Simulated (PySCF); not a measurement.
C₅H₁₂ (SMILES CCCCC), singlet, geometry from GFN2-xTB; DF-PBE/pcseg-2 in PySCF.

PySCF was given this input:
```python
from pyscf import gto, scf, dft

mol = gto.M(
    atom='''
C     2.354035    0.522123    0.302068
C     0.978645   -0.104997    0.496001
C     0.084543    0.113805   -0.722702
C    -1.268521   -0.590813   -0.619985
C    -2.171776   -0.004031    0.458663
H     2.855566    0.085709   -0.559287
H     2.976620    0.361015    1.179310
H     2.264306    1.593863    0.137366
H     1.090920   -1.177645    0.671468
H     0.510941    0.330620    1.380301
H    -0.077514    1.185279   -0.863215
H     0.605763   -0.259019   -1.608358
H    -1.776002   -0.511310   -1.584609
H    -1.106950   -1.652614   -0.419383
H    -3.146476   -0.486681    0.438301
H    -1.744414   -0.148081    1.447471
H    -2.314316    1.062340    0.296371
''',
    basis='pcseg-2',
    charge=0,
    spin=0,
    verbose=4,
    max_memory=1800,
)

mf = dft.RKS(mol)
mf.xc = 'pbe'
mf = mf.density_fit(auxbasis='def2-universal-jkfit')
mf.kernel()
```

Question: Write the output that PySCF gives for this input, abridged.

Answer: 
```
PySCF version 2.14.0

[INPUT] verbose = 4
[INPUT] num. atoms = 17
[INPUT] num. electrons = 42
[INPUT] charge = 0
[INPUT] spin (= nelec alpha-beta = 2S) = 0
[INPUT] symmetry False subgroup None
[INPUT] Mole.unit = angstrom
[INPUT] Symbol           X                Y                Z      unit          X                Y                Z       unit  Magmom
[INPUT]  1 C      2.354035000000   0.522123000000   0.302068000000 AA    4.448481437641   0.986669473336   0.570825790995 Bohr   0.0
[INPUT]  2 C      0.978645000000  -0.104997000000   0.496001000000 AA    1.849371023175  -0.198415573901   0.937306047510 Bohr   0.0
[INPUT]  3 C      0.084543000000   0.113805000000  -0.722702000000 AA    0.159763115749   0.215060281606  -1.365708849675 Bohr   0.0
[INPUT]  4 C     -1.268521000000  -0.590813000000  -0.619985000000 AA   -2.397157273259  -1.116474760833  -1.171601851338 Bohr   0.0
[INPUT]  5 C     -2.171776000000  -0.004031000000   0.458663000000 AA   -4.104061843903  -0.007617486008   0.866747453471 Bohr   0.0
[INPUT]  6 H      2.855566000000   0.085709000000  -0.559287000000 AA    5.396237670620   0.161966536410  -1.056899255030 Bohr   0.0
[INPUT]  7 H      2.976620000000   0.361015000000   1.179310000000 AA    5.624996576903   0.682219476860   2.228572915961 Bohr   0.0
[INPUT]  8 H      2.264306000000   1.593863000000   0.137366000000 AA    4.278918202209   3.011964550078   0.259584118827 Bohr   0.0
[INPUT]  9 H      1.090920000000  -1.177645000000   0.671468000000 AA    2.061540023811  -2.225426521963   1.268890621409 Bohr   0.0
[INPUT] 10 H      0.510941000000   0.330620000000   1.380301000000 AA    0.965538555811   0.624781251304   2.608390859463 Bohr   0.0
[INPUT] 11 H     -0.077514000000   1.185279000000  -0.863215000000 AA   -0.146480230820   2.239852691198  -1.631239936616 Bohr   0.0
[INPUT] 12 H      0.605763000000  -0.259019000000  -1.608358000000 AA    1.144726166395  -0.489474971059  -3.039356130253 Bohr   0.0
[INPUT] 13 H     -1.776002000000  -0.511310000000  -1.584609000000 AA   -3.356157376680  -0.966235864751  -2.994477024521 Bohr   0.0
[INPUT] 14 H     -1.106950000000  -1.652614000000  -0.419383000000 AA   -2.091832333587  -3.122987849622  -0.792519011298 Bohr   0.0
[INPUT] 15 H     -3.146476000000  -0.486681000000   0.438301000000 AA   -5.945977897517  -0.919693800029   0.828268850123 Bohr   0.0
[INPUT] 16 H     -1.744414000000  -0.148081000000   1.447471000000 AA   -3.296464707857  -0.279832534252   2.735323763250 Bohr   0.0
[INPUT] 17 H     -2.314316000000   1.062340000000   0.296371000000 AA   -4.373423405699   2.007531651170   0.560060021263 Bohr   0.0

nuclear repulsion = 188.26279920368
number of shells = 56
number of NR pGTOs = 434
number of NR cGTOs = 318
basis = pcseg-2
ecp = {}

******** <class 'pyscf.df.df_jk.DFRKS'> ********
method = DFRKS
initial guess = minao
damping factor = 0
level_shift factor = 0
DIIS = <class 'pyscf.scf.diis.CDIIS'>
diis_start_cycle = 1
diis_space = 8
diis_damp = 0
SCF conv_tol = 1e-09
SCF conv_tol_grad = None
SCF max_cycles = 50
direct_scf = False
XC library pyscf.dft.libxc version 7.1.2
    S. Lehtola, C. Steigemann, M. J. T. Oliveira, and M. A. L. Marques,  SoftwareX 7, 1–5 (2018)
XC functionals = pbe
    J. P. Perdew, K. Burke, and M. Ernzerhof,  Phys. Rev. Lett. 77, 3865 (1996)
    J. P. Perdew, K. Burke, and M. Ernzerhof,  Phys. Rev. Lett. 78, 1396 (1997)
    J. P. Perdew, K. Burke, and M. Ernzerhof,  Phys. Rev. Lett. 77, 3865 (1996)
    J. P. Perdew, K. Burke, and M. Ernzerhof,  Phys. Rev. Lett. 78, 1396 (1997)
radial grids:
    Treutler-Ahlrichs [JCP 102, 346 (1995); DOI:10.1063/1.469408] (M4) radial grids

becke partition: Becke, JCP 88, 2547 (1988); DOI:10.1063/1.454033
pruning grids: <function nwchem_prune>
grids dens level: 3
symmetrized grids: False
atomic radii adjust function: <function treutler_atomic_radii_adjust>
small_rho_cutoff = 0
Set gradient conv threshold to 3.16228e-05
Initial guess from minao.
tot grids = 188288
init E= -197.486990159388
  HOMO = -0.365114842592111  LUMO = -0.028510226231214  gap/eV = 9.15948
cycle= 1 E= -197.424306382952  delta_E= 0.0627  |g|= 0.652  |ddm|= 2.69
  HOMO = -0.15516752811561  LUMO = 0.0327696741219956  gap/eV = 5.11403
cycle= 2 E= -197.236680335065  delta_E= 0.188  |g|= 1.05  |ddm|= 1.39
  HOMO = -0.272998511034623  LUMO = 0.00137776643326415  gap/eV = 7.46616
cycle= 3 E= -197.543260777904  delta_E= -0.307  |g|= 0.0678  |ddm|= 0.952
  HOMO = -0.26941552669311  LUMO = 0.00208776545609002  gap/eV = 7.38798
cycle= 4 E= -197.544178496615  delta_E= -0.000918  |g|= 0.0328  |ddm|= 0.0894
  HOMO = -0.270632732320231  LUMO = 0.00177746474501639  gap/eV = 7.41266
cycle= 5 E= -197.544422701245  delta_E= -0.000244  |g|= 0.00952  |ddm|= 0.0287
  HOMO = -0.270217544788538  LUMO = 0.00178158989758082  gap/eV = 7.40147
cycle= 6 E= -197.54444409659  delta_E= -2.14e-05  |g|= 0.00146  |ddm|= 0.00803
  HOMO = -0.270284954862522  LUMO = 0.00177344723132222  gap/eV = 7.40309
cycle= 7 E= -197.544444644399  delta_E= -5.48e-07  |g|= 0.000474  |ddm|= 0.00214
  HOMO = -0.270302278518701  LUMO = 0.00176458271373203  gap/eV = 7.40332
cycle= 8 E= -197.544444693682  delta_E= -4.93e-08  |g|= 0.000182  |ddm|= 0.0005
  HOMO = -0.27030660843113  LUMO = 0.001761368150067  gap/eV = 7.40335
cycle= 9 E= -197.544444701618  delta_E= -7.94e-09  |g|= 3.09e-05  |ddm|= 0.000169
  HOMO = -0.270306916316744  LUMO = 0.0017609407123711  gap/eV = 7.40334
cycle= 10 E= -197.544444701868  delta_E= -2.5e-10  |g|= 7.67e-06  |ddm|= 4.17e-05
  HOMO = -0.270306598430321  LUMO = 0.00176114467552857  gap/eV = 7.40334
Extra cycle  E= -197.544444701852  delta_E= 1.58e-11  |g|= 1.09e-05  |ddm|= 1.79e-05
converged SCF energy = -197.544444701852
```
